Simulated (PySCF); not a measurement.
**Stretching SbAs**

Set-up: Sb cc-pVDZ-PP with ECP28, As cc-pVDZ-PP with ECP10; scalar-relativistic core potentials (PySCF 2.14). Energies in eV from Sb + As in their ground configurations at the same level. All curves are PBE0. state 1: ¹Σ⁺ (singlet), closed shell; state 2: triplet, unpaired electrons π ↑↑, a mixture of terms (⟨Lz²⟩ = 2.0), a second solution, started from another occupation; state 3: ⁵Σ⁺ (quintet), unpaired electrons π ↑↑↑↑, a second solution, started from another occupation.

```
R (Å)  state 1  state 2  state 3
1.981   -1.206    1.962   4.9701
2.073   -2.212    0.504   3.0397
2.165   -2.752   -0.451   1.6494
2.234   -2.933   -0.920   0.8776
2.303   -2.971   -1.228   0.2882
2.372   -2.900   -1.408  -0.1542
2.464   -2.682   -1.497  -0.5642
2.579   -2.276   -1.434  -0.8599
2.717   -1.681   -1.195  -0.9927
2.902   -0.817   -0.726  -0.9346
```

**Question.** Put a parabola through the three lowest points of the state 1 curve and estimate Re, k and ωe (reduced mass 46.26 u; 1 eV/Å² = 0.16022 mdyn/Å; ωe = 1302.8·√(k/μ) cm⁻¹).

**Answer.** Through R = 2.234, 2.303, 2.372 Å the second-order coefficient is 11.4 eV/Å², so Re ≈ 2.293 Å, k ≈ 3.67 mdyn/Å and ωe ≈ 367 cm⁻¹. A polynomial fit of higher order to the unrounded PBE0 energies gives Re = 2.290 Å, k = 3.84 mdyn/Å, ωe = 375 cm⁻¹; anharmonicity and rounding make the difference.

The higher-order fit for each curve: state 1: Re = 2.290 Å, ωe = 375 cm⁻¹, De = 2.97 eV; state 2: Re = 2.478 Å, ωe = 288 cm⁻¹, minimum 1.50 eV below the ground-state fragments; state 3: Re = 2.757 Å, ωe = 205 cm⁻¹, minimum 1.00 eV below the ground-state fragments.

These are scalar-relativistic numbers at best; spin–orbit coupling would shift them, the dissociation energy most.
